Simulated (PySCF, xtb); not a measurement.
Cl₂GeH₄OSi, SMILES Cl[SiH](Cl)[O][GeH3]. Other conformers were not sampled.

Harmonic wavenumbers (cm⁻¹) from GFN2-xTB (xtb) at its own minimum, in rising order: 11, 46, 55, 146, 205, 263, 375, 495, 539, 575, 595, 618, 697, 738, 787, 795, 969, 1965, 2043, 2072, 2363.

Q: What does B3LYP-D3(BJ)/def2-SVP run with PySCF give at its own minimum? (The exact figures need the calculation; the answer reports its results.)

A: 20, 45, 69, 181, 257, 328, 465, 561, 576, 647, 651, 816, 831, 868, 871, 875, 1045, 2153, 2164, 2171, 2319. Paired by order, the mean absolute difference is 79 cm⁻¹ and the zero-point energies are 23.4 and 25.6 kcal/mol.
